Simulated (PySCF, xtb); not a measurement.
Cl4Cu2, SMILES [Cu]1(<-[Cl][Cu]([Cl])<-[Cl]1)[Cl] (connectivity only; charge and spin as stated), neutral, multiplicity 3. Other conformers were not sampled.

Harmonic wavenumbers (cm⁻¹) from GFN2-xTB run with xtb at its own minimum, in rising order: 28, 43, 57, 89, 111, 125, 188, 218, 230, 253, 356, 362.

Problem. What does PBE-D3(BJ)/def2-SVP run with PySCF 2.14.0 give at its own minimum? (An estimate is asked for; the answer gives what the named calculation found.)

Solution. 5, 18, 30, 91, 95, 116, 249, 261, 275, 284, 398, 407. Paired by order, the mean absolute difference is 31 cm⁻¹ and the zero-point energies are 2.9 and 3.2 kcal/mol.
